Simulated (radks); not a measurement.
Species: the selenium ion Se3+. Configuration: [Ar] 3d10 4s2 6p1 (not the ground configuration).

All-electron calculation, scalar-relativistic Kohn-Sham, SCAN, spin-unpolarised, spherical densities, finite nucleus; meta-GGA in the generalised Kohn-Sham scheme; Fermi nuclear charge, rms radius 4.14 fm. Program: a radial shooting solver on a logarithmic mesh with Libxc functionals.

Energy parts (eV):
part                       energy
total                  -66045.715
kinetic                 67400.683
electron-nucleus      -157812.750
Hartree                 26734.981
exchange-correlation    -2368.629

Orbitals (lengths in bohr, moments of r in powers of bohr; r(max) is where P^2 peaks):
[
 {"orbital": "1s", "occ.": "2", "eigenvalue (eV)": "-12586.69", "r(max)": "0.02880", "<r^2>": "0.002618"},
 {"orbital": "2s", "occ.": "2", "eigenvalue (eV)": "-1668.676", "r(max)": "0.1642", "<r^2>": "0.04517"},
 {"orbital": "2p", "occ.": "6", "eigenvalue (eV)": "-1471.052", "r(max)": "0.1318", "<r^2>": "0.03585"},
 {"orbital": "3s", "occ.": "2", "eigenvalue (eV)": "-266.2447", "r(max)": "0.5017", "<r^2>": "0.3768"},
 {"orbital": "3p", "occ.": "6", "eigenvalue (eV)": "-203.5654", "r(max)": "0.5003", "<r^2>": "0.4048"},
 {"orbital": "3d", "occ.": "10", "eigenvalue (eV)": "-100.6374", "r(max)": "0.4537", "<r^2>": "0.4829"},
 {"orbital": "4s", "occ.": "2", "eigenvalue (eV)": "-57.4018", "r(max)": "1.417", "<r^2>": "2.855"},
 {"orbital": "6p", "occ.": "1", "eigenvalue (eV)": "-10.2256", "r(max)": "7.279", "<r^2>": "54.58"}
]

The highest occupied level is 6p at -10.226 eV. Summed over all electrons, <r^2> = 68.61 bohr^2, which gives a Langevin (diamagnetic) susceptibility term of -54.3 x 10^-6 cm^3/mol. The density falls to 0.001 e/bohr^3 at r = 3.30 bohr. The electron density at the nucleus is 4.027e+04 e/bohr^3 (large components only).
